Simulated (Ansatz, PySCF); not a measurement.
This PySCF input computes a B3LYP/def2-TZVPD energy:

```python
from pyscf import gto, scf, dft

mol = gto.M(
    atom='''
    Si    0.01134449   -0.17548464    0.58537902
    O    -0.48240654    1.47068926    0.30794980
    O    -1.01471433   -1.06449393   -0.49276782
    O     1.36862085   -0.22478769   -0.55385831
    H    -0.54711241    1.63998159   -0.64382414
    H    -0.63218849   -1.02385784   -1.38064888
    H     2.04847813    0.38940002   -0.26142261
    ''',
    basis='def2-tzvpd',
    charge=-1,
    spin=0,
    verbose=4,
)

mf = dft.RKS(mol, xc='b3lyp').density_fit(auxbasis='def2-universal-jkfit')
mf.grids.level = 3
mf.conv_tol = 1e-9
mf.max_cycle = 100
mf.max_memory = 1500
mf.kernel()
if not mf.converged:
    mf = mf.newton()
    mf.kernel(mf.make_rdm1())
mf.analyze()
```

Problem. Write an input for the same energy in Ansatz (a first-principles code) and say what it gives.

Solution. 
Ansatz 0.2 input:
```yaml
crystal:
  periodic: [false, false, false]
  atoms:
    - {symbol: Si, position_ang: [0.01134449, -0.17548464, 0.58537902]}
    - {symbol: O, position_ang: [-0.48240654, 1.47068926, 0.30794980]}
    - {symbol: O, position_ang: [-1.01471433, -1.06449393, -0.49276782]}
    - {symbol: O, position_ang: [1.36862085, -0.22478769, -0.55385831]}
    - {symbol: H, position_ang: [-0.54711241, 1.63998159, -0.64382414]}
    - {symbol: H, position_ang: [-0.63218849, -1.02385784, -1.38064888]}
    - {symbol: H, position_ang: [2.04847813, 0.38940002, -0.26142261]}
basis:
  gaussian:
    orbitals: def2-TZVPD
hamiltonian:
  xc: {name: B3LYP}
total_charge: -1
output: {forces: true}
```
It gives -517.25837 Eh, and PySCF -517.25843 Eh, a difference of 0.06 mEh, from the treatment of integrals and grids.

It need not be the lowest isomer of its formula. Whether it binds its extra electron was not tested at this geometry.
